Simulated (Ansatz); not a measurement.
```yaml
crystal:
  periodic: [false, false, false]
  atoms:
    - {symbol: Si, position_ang: [-0.535803, 0.681937, -0.852027]}
    - {symbol: N, position_ang: [0.916018, 0.006607, -0.224718]}
    - {symbol: Sb, position_ang: [1.070137, -1.185471, 1.408322]}
    - {symbol: H, position_ang: [-1.484287, -0.334159, -1.395415]}
    - {symbol: H, position_ang: [-0.193646, 1.629002, -1.948597]}
    - {symbol: H, position_ang: [-1.241335, 1.399312, 0.242653]}
    - {symbol: H, position_ang: [1.705684, -0.079521, -0.845400]}
    - {symbol: H, position_ang: [-0.388037, -2.060453, 1.153322]}
    - {symbol: H, position_ang: [0.239669, -0.103553, 2.444759]}
basis:
  gaussian: {orbitals: STO-3G, fitting: {mean_field: cc-pVTZ-jkfit}}
total_charge: -1
magnetization: {spin_polarized: true, initial_magnetization: 1}
hamiltonian: {xc: {name: B97}}
output: {forces: true}
```

```sh
$ ansatz run in.yaml --threads 2 --pin off --events-out ev --progress --plain --max-ram 4352MiB
```

Q: How does Ansatz answer? (An estimate is asked.)

A: Ansatz gave: The program refused the input.
```
Functional definition: B97
Error: <dir> the basis set cc-pVTZ-JKFIT has no functions for Sb
```
